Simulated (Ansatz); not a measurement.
Geometry optimisation, RKS PBE0-D4/def2-SVP (Ansatz).

Input:

```yaml
crystal:
  periodic: [false, false, false]
  atoms:
    - { symbol: Hf, position_ang: [0.148102, -0.09634, -0.076062] }
    - { symbol: F, position_ang: [0.27026, -0.029209, 1.862223] }
    - { symbol: Cl, position_ang: [2.331426, 0.032918, -0.862509] }
    - { symbol: Cl, position_ang: [-0.967103, 1.754022, -0.962157] }
    - { symbol: Cl, position_ang: [-0.723149, -2.115561, -0.860596] }
    - { symbol: P, position_ang: [-3.212434, 0.22761, 1.607267] }
    - { symbol: H, position_ang: [-2.99596, -0.395296, 0.333769] }
    - { symbol: H, position_ang: [-3.316418, -1.029673, 2.285875] }
    - { symbol: H, position_ang: [-1.822924, 0.339427, 1.904389] }
basis:
  gaussian: { orbitals: def2-SVP }
hamiltonian:
  xc: pbe0
  dispersion: d4
relax:
  f_tol: 0.03
  max_steps: 50
```

Run as:

```bash
$ ansatz run input.yaml --threads 4 --pin off --max-ram 5120MiB --backend cpu --events-out ev --progress --plain --runs-dir out
```

Problem. Where does it end, and by what steps?

Solution. It converged. The force dipped under the threshold on the way, but the program's further checks kept it going. After 30 steps the energy has fallen by 0.118 eV; H7 moved furthest, 1.12 Å.

| step | energy less start (eV) | largest force component (eV/Å) | accepted |
| --- | --- | --- | --- |
| 0 | 0.0000 | 1.116 | yes |
| 2 | -0.0828 | 0.204 | yes |
| 4 | -0.0860 | 0.054 | yes |
| 6 | -0.0896 | 0.150 | yes |
| 8 | -0.0928 | 0.294 | yes |
| 10 | -0.1005 | 0.033 | yes |
| 12 | -0.1061 | 0.090 | yes |
| 14 | -0.1057 | 0.280 | no |
| 16 | -0.1100 | 0.125 | yes |
| 18 | -0.1114 | 0.010 | yes |
| 20 | -0.1083 | 0.295 | no |
| 22 | -0.1138 | 0.156 | yes |
| 24 | -0.1161 | 0.010 | yes |
| 26 | -0.1171 | 0.132 | no |
| 28 | -0.1180 | 0.066 | yes |
| 30 | -0.1184 | 0.006 | yes |

```xyz
9
Properties=species:S:1:pos:R:3
Hf 0.275 -0.151 -0.111
F 0.351 0.281 1.730
Cl 2.458 -0.113 -0.917
Cl -0.958 1.443 -1.292
Cl -0.573 -2.305 -0.428
P -3.471 -0.101 1.832
H -3.197 0.659 0.654
H -2.921 -1.303 1.292
H -2.251 0.278 2.471
```

The run took 56 s on 4 threads of Intel(R) Xeon(R) 6975P-C (Granite Rapids) (shared host), peak memory 0.4 GiB.
